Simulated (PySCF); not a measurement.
C₂H₈O₂Si, SMILES C[C@H](O)[SiH2]O. Atoms are numbered in the order given.

```xyz
13

C      2.0737    -0.3576     0.4336
C      0.8297     0.2012    -0.2257
O      0.5065     1.5161     0.2452
Si    -0.7780    -0.7997    -0.0350
O     -1.9816     0.2197    -0.5721
H      1.9172    -0.5260     1.5130
H      2.3558    -1.3252    -0.0102
H      2.9227     0.3348     0.3170
H      1.0202     0.3295    -1.3056
H      0.5013     1.4868     1.2098
H     -0.8220    -2.0627    -0.8258
H     -0.9286    -1.1265     1.4229
H     -1.6932     1.1367    -0.4624
```

Coordinates come from a PBE0-D3(BJ)/def2-SVP optimisation. The structure was generated by enumeration; whether it is a known compound was not checked. One conformer was computed; it need not be the lowest.

These are PBE/pcSseg-1 run with PySCF values and carry that method's errors.

GIAO shieldings, no solvent; atoms listed in one row are averaged. δ = σ(ref) − σ: ¹³C against TMS (σ = 182.0 ppm); ¹⁷O against H2O (σ = 334.3 ppm); ²⁹Si against TMS (σ = 335.4 ppm); ¹H against TMS (σ = 31.49 ppm), references at their B3LYP-D3(BJ)/def2-TZVP geometries, non-relativistic.

Computed chemical shifts:
```csv
nucleus,atoms,count,δ (ppm)
¹³C,C2,1,66.3
¹³C,C1,1,22.1
¹⁷O,O3,1,60.2
¹⁷O,O5,1,17.3
²⁹Si,Si4,1,-14.4
¹H,H11,1,5.38
¹H,H12,1,4.96
¹H,H9,1,3.76
¹H,H13,1,1.90
¹H,"H6, H7, H8",3,1.57
¹H,H10,1,-0.85
```
